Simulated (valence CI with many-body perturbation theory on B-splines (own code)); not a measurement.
## E1 transitions of Tb58+

Level of theory: relativistic CI+MBPT: five valence electrons over a frozen Dirac-Fock core [He], a basis of 11 s, 11 p, 10 d, 8 f, 5 g, 2 h functions for each j, with the one-electron correlation potential Σ1 (screened to all orders), the two-electron term Σ2, the three-electron term Σ3, Breit, model QED; selected single and double excitations, second order for the rest, scaled by the run's own slope (own B-spline code, finite nucleus).

The last digits are not significant, and no measured levels were compared; by estimate large intervals hold to a few tenths of a per cent, small ones and those within an open d or f shell to about a per cent. Among the levels kept, up to 7300 cm⁻¹ of a level comes from second order outside the variational space, and about a tenth of that is noise between levels of different J, which matters for small intervals.

Lines 51 to 100 of 580 in falling wavelength, among levels below 75358 × 10³ cm⁻¹, chosen from the strongest by gf and those to the six lowest levels. Wavelengths and rates use the calculated energies. Electric multipoles are in the length gauge, E1 and E2 with the static RPA response of the core. Weak lines are less certain than strong ones. Lines between different terms over intervals too small for the method are left out, as are lines whose strength nearly cancels. The highest levels of a list are the least certain.

Levels are named by their leading jj configuration (3d3/2^4 stands for four electrons in 3d with j = 3/2), which in mixed levels can hold well under half, so a name can repeat and another be missing. Letters in brackets count levels of one name in rising energy.

| λ vac (nm) | Upper | Lower | A (s⁻¹) | log gf | Branch % |
| --- | --- | --- | --- | --- | --- |
| 4.259 | (2s 2p1/2^2 2p3/2 3p3/2) J=5/2 [b] | (2s^2 2p1/2 2p3/2 3p3/2) J=3/2 [b] | 1.54e+11 | -0.60 | 0.1 |
| 4.235 | (2p1/2^2 2p3/2^2 3p3/2) J=3/2 [b] | (2s 2p1/2 2p3/2^2 3p3/2) J=1/2 [e] | 2.63e+11 | -0.55 | 0.1 |
| 4.230 | (2s 2p1/2 2p3/2^2 3p3/2) J=5/2 [a] | (2s 2p1/2 2p3/2^2 3s) J=3/2 [a] | 1.43e+11 | -0.64 | 0.1 |
| 4.219 | (2p1/2^2 2p3/2^2 3p3/2) J=5/2 | (2s 2p1/2 2p3/2^2 3p3/2) J=3/2 [c] | 7.01e+10 | -0.95 | 0.0 |
| 4.200 | (2p1/2^2 2p3/2^2 3p3/2) J=1/2 | (2s 2p1/2 2p3/2^2 3p3/2) J=3/2 [c] | 2.58e+11 | -0.87 | 0.1 |
| 4.198 | (2s 2p1/2 2p3/2^2 3d3/2) J=5/2 [b] | (2s 2p1/2 2p3/2^2 3p1/2) J=5/2 [b] | 1.26e+11 | -0.70 | 0.0 |
| 4.175 | (2s 2p1/2 2p3/2^2 3p3/2) J=7/2 [b] | (2s 2p1/2 2p3/2^2 3s) J=5/2 [b] | 1.34e+11 | -0.55 | 0.1 |
| 4.174 | (2s 2p1/2 2p3/2^2 3d3/2) J=7/2 [b] | (2s 2p1/2 2p3/2^2 3p1/2) J=5/2 [b] | 1.09e+11 | -0.64 | 0.0 |
| 4.145 | (2s^2 2p1/2 2p3/2 3d3/2) J=5/2 [b] | (2s^2 2p1/2 2p3/2 3p1/2) J=3/2 [b] | 1.49e+11 | -0.64 | 0.0 |
| 4.141 | (2s 2p1/2 2p3/2^2 3p3/2) J=3/2 [b] | (2s 2p1/2 2p3/2^2 3s) J=5/2 [b] | 1.61e+11 | -0.78 | 0.1 |
| 4.129 | (2s 2p1/2 2p3/2^2 3d3/2) J=5/2 [e] | (2s 2p1/2 2p3/2^2 3p1/2) J=3/2 [d] | 1.32e+11 | -0.69 | 0.0 |
| 4.127 | (2s 2p1/2 2p3/2^2 3p3/2) J=7/2 [c] | (2s 2p1/2 2p3/2^2 3s) J=5/2 [c] | 3.14e+11 | -0.19 | 0.2 |
| 4.124 | (2s^2 2p3/2^2 3p3/2) J=5/2 | (2s^2 2p3/2^2 3s) J=3/2 | 1.34e+11 | -0.69 | 1.1 |
| 4.120 | (2s^2 2p1/2 2p3/2 3p3/2) J=3/2 [a] | (2s^2 2p1/2 2p3/2 3s) J=3/2 [b] | 1.57e+11 | -0.80 | 4.6 |
| 4.107 | (2s 2p1/2 2p3/2^2 3p3/2) J=1/2 [a] | (2s 2p1/2 2p3/2^2 3s) J=3/2 [a] | 3.69e+11 | -0.73 | 0.1 |
| 4.102 | (2s 2p1/2 2p3/2^2 3p3/2) J=3/2 [f] | (2s 2p1/2 2p3/2^2 3s) J=1/2 [c] | 1.66e+11 | -0.78 | 0.1 |
| 4.099 | (2s 2p1/2 2p3/2^2 3p3/2) J=3/2 [e] | (2s^2 2p3/2^2 3p3/2) J=1/2 | 1.05e+11 | -0.98 | 0.1 |
| 4.074 | (2s 2p1/2 2p3/2^2 3d3/2) J=3/2 [g] | (2s 2p1/2 2p3/2^2 3p1/2) J=3/2 [d] | 9.70e+10 | -1.02 | 0.0 |
| 4.071 | (2s 2p1/2^2 2p3/2 3p3/2) J=3/2 [a] | (2s 2p1/2^2 2p3/2 3s) J=3/2 [a] | 2.79e+11 | -0.56 | 0.1 |
| 4.061 | (2p1/2^2 2p3/2^2 3p3/2) J=5/2 | (2s 2p1/2 2p3/2^2 3p3/2) J=5/2 [c] | 1.55e+11 | -0.64 | 0.1 |
| 4.061 | (2p1/2^2 2p3/2^2 3p3/2) J=7/2 | (2s 2p1/2 2p3/2^2 3p3/2) J=5/2 [c] | 9.74e+10 | -0.72 | 0.0 |
| 4.059 | (2p1/2^2 2p3/2^2 3d3/2) J=3/2 | (2p1/2^2 2p3/2^2 3p1/2) J=3/2 | 1.94e+11 | -0.72 | 0.8 |
| 4.056 | (2s 2p1/2^2 2p3/2 3p3/2) J=3/2 [b] | (2s^2 2p1/2 2p3/2 3p3/2) J=3/2 [b] | 1.06e+11 | -0.98 | 0.1 |
| 4.048 | (2s^2 2p1/2 2p3/2 3d3/2) J=3/2 [b] | (2s^2 2p1/2 2p3/2 3p1/2) J=3/2 [b] | 1.86e+11 | -0.74 | 0.0 |
| 4.044 | (2s 2p1/2 2p3/2^2 3p3/2) J=5/2 [e] | (2s 2p1/2 2p3/2^2 3s) J=5/2 [c] | 9.23e+10 | -0.87 | 0.2 |
| 4.035 | (2p1/2^2 2p3/2^2 3d3/2) J=5/2 | (2p1/2^2 2p3/2^2 3p1/2) J=3/2 | 7.96e+10 | -0.93 | 0.2 |
| 4.032 | (2s 2p1/2 2p3/2^2 3d3/2) J=3/2 [c] | (2s 2p1/2 2p3/2^2 3p1/2) J=1/2 [a] | 1.03e+11 | -1.00 | 0.0 |
| 4.022 | (2s 2p1/2^2 2p3/2^2) J=1/2 | (2s^2 2p1/2 2p3/2^2) J=1/2 | 5.28e+10 | -1.59 | 1.5 |
| 4.012 | (2s 2p1/2 2p3/2^2 3d3/2) J=5/2 [a] | (2s 2p1/2 2p3/2^2 3p1/2) J=5/2 [a] | 1.42e+11 | -0.69 | 0.1 |
| 4.005 | (2s^2 2p3/2^2 3p3/2) J=5/2 | (2s^2 2p3/2^2 3s) J=5/2 | 1.06e+11 | -0.81 | 0.8 |
| 4.005 | (2s 2p1/2 2p3/2^2 3p3/2) J=5/2 [d] | (2s 2p1/2 2p3/2^2 3s) J=3/2 [d] | 7.46e+10 | -0.97 | 0.0 |
| 3.988 | (2s 2p1/2^2 2p3/2 3d3/2) J=5/2 [a] | (2s 2p1/2^2 2p3/2 3p1/2) J=5/2 | 1.53e+11 | -0.66 | 0.2 |
| 3.988 | (2p1/2^2 2p3/2^2 3d3/2) J=1/2 | (2p1/2^2 2p3/2^2 3p1/2) J=3/2 | 2.65e+11 | -0.90 | 0.1 |
| 3.976 | (2s 2p1/2^2 2p3/2 3d3/2) J=5/2 [a] | (2s 2p1/2^2 2p3/2 3p1/2) J=3/2 [a] | 1.29e+11 | -0.74 | 0.2 |
| 3.970 | (2s 2p1/2 2p3/2^2 3d3/2) J=7/2 [c] | (2s 2p1/2 2p3/2^2 3p1/2) J=5/2 [c] | 1.67e+11 | -0.50 | 0.1 |
| 3.968 | (2p1/2^2 2p3/2^2 3d3/2) J=5/2 | (2p1/2^2 2p3/2^2 3p1/2) J=5/2 | 1.50e+11 | -0.67 | 0.3 |
| 3.953 | (2p1/2^2 2p3/2^2 3d3/2) J=7/2 | (2p1/2^2 2p3/2^2 3p1/2) J=5/2 | 1.99e+11 | -0.43 | 1.4 |
| 3.949 | (2s^2 2p1/2 2p3/2 3p3/2) J=7/2 | (2s^2 2p1/2 2p3/2 3s) J=5/2 | 4.31e+11 | -0.09 | 27.4 |
| 3.940 | (2s^2 2p1/2 2p3/2 3d3/2) J=1/2 [b] | (2s^2 2p1/2 2p3/2 3p1/2) J=3/2 [b] | 2.58e+11 | -0.92 | 0.0 |
| 3.937 | (2s 2p1/2 2p3/2^2 3p3/2) J=3/2 [c] | (2s 2p1/2 2p3/2^2 3s) J=1/2 [a] | 1.49e+11 | -0.86 | 0.2 |
| 3.930 | (2s 2p1/2 2p3/2^2 3d3/2) J=1/2 [d] | (2s 2p1/2 2p3/2^2 3p1/2) J=1/2 [c] | 2.33e+11 | -0.97 | 0.0 |
| 3.929 | (2s 2p1/2 2p3/2^2 3p3/2) J=7/2 [a] | (2s 2p1/2 2p3/2^2 3s) J=5/2 [a] | 4.41e+11 | -0.09 | 2.2 |
| 3.929 | (2s^2 2p3/2^2 3d3/2) J=3/2 [b] | (2s^2 2p3/2^2 3p1/2) J=1/2 | 2.68e+11 | -0.61 | 0.0 |
| 3.925 | (2s 2p1/2 2p3/2^2 3p3/2) J=5/2 [f] | (2s 2p1/2 2p3/2^2 3s) J=5/2 [c] | 1.18e+11 | -0.79 | 0.3 |
| 3.922 | (2s^2 2p1/2 2p3/2 3d3/2) J=5/2 [a] | (2s^2 2p1/2 2p3/2 3p1/2) J=3/2 [a] | 2.44e+11 | -0.47 | 0.3 |
| 3.922 | (2s 2p1/2^2 2p3/2 3d3/2) J=3/2 [a] | (2s 2p1/2^2 2p3/2 3p1/2) J=3/2 [a] | 2.41e+11 | -0.65 | 0.1 |
| 3.920 | (2s 2p1/2 2p3/2^2 3p3/2) J=5/2 [b] | (2s 2p1/2 2p3/2^2 3s) J=5/2 [b] | 1.36e+11 | -0.72 | 0.1 |
| 3.920 | (2s^2 2p3/2^2 3p3/2) J=7/2 | (2s^2 2p3/2^2 3s) J=5/2 | 4.68e+11 | -0.06 | 7.6 |
| 3.919 | (2s^2 2p3/2^2 3d3/2) J=5/2 | (2s^2 2p3/2^2 3p1/2) J=5/2 | 1.75e+11 | -0.62 | 0.0 |
| 3.918 | (2s^2 2p3/2^2 3d3/2) J=7/2 | (2s^2 2p3/2^2 3p1/2) J=5/2 | 3.13e+11 | -0.24 | 0.0 |
